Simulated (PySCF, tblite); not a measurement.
Isomers of C5H8O2SSi. Computed with GFN2-xTB (tblite): harmonic, unscaled wavenumbers at the GFN2-xTB geometry, gas phase. Against measured fundamentals such values can be off by several per cent, at times by over 20. Modes of hydrogen on silicon can be 10 to 20 % off. One conformer each.

Electronic energies: PBE0/pcSseg-1 single points on the GFN2-xTB geometries (PySCF, gas phase).

```json
{"SMILES": "O=CO/C=C1/C[SiH2]CS1", "electronic energy, lowest = 0 (kcal/mol)": "27.1"}
{"SMILES": "O=C/C=C/[Si@H]1OCCS1", "electronic energy, lowest = 0 (kcal/mol)": "0.0"}
{"SMILES": "CS[Si@H](O)C#CC(C)=O", "electronic energy, lowest = 0 (kcal/mol)": "15.4"}
```

How do GFN2-xTB zero-point energies change the relative energies?

```tsv
SMILES	ZPE (kcal/mol)	of it from modes above 1550 cm⁻¹	electronic (kcal/mol)	with ZPE, lowest = 0 (kcal/mol)	lowest mode (cm⁻¹)	rings
O=C/C=C/[Si@H]1OCCS1	75.4	37.9	0.0	0.0	31	1
CS[Si@H](O)C#CC(C)=O	72.7	40.4	15.4	12.7	17	0
O=CO/C=C1/C[SiH2]CS1	73.0	37.0	27.1	24.7	35	1
```

The zero-point energies span 2.7 kcal/mol, from `CS[Si@H](O)C#CC(C)=O` to `O=C/C=C/[Si@H]1OCCS1`. The order is unchanged.

And how do the electronic energies of GFN2-xTB itself compare?

`O=C/C=C/[Si@H]1OCCS1` 0.0; `CS[Si@H](O)C#CC(C)=O` 15.5; `O=CO/C=C1/C[SiH2]CS1` 27.5 kcal/mol, lowest = 0. Against the energies above, taken from the same isomer `O=C/C=C/[Si@H]1OCCS1`, the largest difference is 0.4 kcal/mol.
